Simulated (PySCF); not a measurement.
Compound: C6H14PSi (charge +1).
Numbering: `[CH2:1]=[CH:2][P@+:3]1([CH3:4])[CH2:5][CH2:6][C@@H:7]1[SiH3:8]`

Geometry (GFN2-xTB, Å), atoms numbered from 1 in this order:
```xyz
22
C6H14PSi angstrom
C      1.9270    0.7679   -2.0413
C      0.9594    0.0300   -1.5162
P      0.5803   -0.0382    0.2354
C      1.7386    0.9448    1.2201
C      0.2627   -1.7444    0.8198
C     -1.2566   -1.4450    0.8658
C     -1.1963    0.0917    0.6580
Si    -2.4235    0.8756   -0.6099
H      2.1158    0.7654   -3.1024
H      2.5681    1.3989   -1.4477
H      0.3241   -0.6014   -2.1255
H      1.4835    0.8365    2.2746
H      1.6611    1.9949    0.9366
H      2.7567    0.5900    1.0547
H      0.5641   -2.5449    0.1463
H      0.6959   -1.9304    1.8028
H     -1.7854   -1.9411    0.0536
H     -1.7306   -1.7384    1.7997
H     -1.2718    0.6175    1.6130
H     -1.9249    2.2308   -0.8369
H     -3.7340    0.8010    0.0182
H     -2.3247    0.0580   -1.8196
```

Definitions: NICS(0) = −σiso at the ring centroid; NICS(1) = −σiso and NICS(1)zz = −σzz at ±1 Å along the ring normal z. Level: GIAO PBE0/pcSseg-1 (PySCF, non-relativistic, gas phase) on the GFN2-xTB geometry, one conformer.

Ring bond lengths (Å), with Mayer bond orders in brackets: P3–C5 1.831 (1.01), C5–C6 1.549 (1.01), C6–C7 1.552 (0.98), C7–P3 1.831 (0.98).

Problem. Give the NICS values of each ring in ppm.

Solution. 
```csv
ring,type,NICS(0),"NICS(1), two faces","NICS(1)zz, two faces",rms pucker (Å),"centre to ring atoms, mean (Å)"
P3–C5–C6–C7,4-membered ring with P; formal bonds all single,0.5,-0.3 / -0.1,6.0 / 5.5,0.07,1.19
```

Problem. What do they say, and how far can they be read as aromaticity?

Solution. 
- P3–C5–C6–C7: mean NICS(1)zz 5.7 ppm, deshielded. P3, C5, C6, C7 have four or more neighbours; no verdict on aromaticity is drawn.

Problem. What are the shieldings of the ring atoms and their hydrogens in the same run (means over atoms taken as equivalent)?

Solution. 
```
atoms                     environment  σ isotropic (ppm)
   P3          phosphonium phosphorus              284.9
   C5  sp3 carbon bound to phosphorus              156.4
   C6       four-membered-ring carbon              162.8
   C7     sp3 carbon bound to silicon              160.2
  H15              methylene hydrogen              28.65
  H16              methylene hydrogen              28.33
  H17              methylene hydrogen              28.97
  H18              methylene hydrogen              28.63
  H19                methine hydrogen              28.72
```

Hardware: Arm Neoverse N1, one thread, shared host with 64 logical CPUs at a one-minute load of 58. Cost: 79 s wall, 1.0 GiB resident at most. This is the whole shielding run at PBE0/pcSseg-1, SCF included.
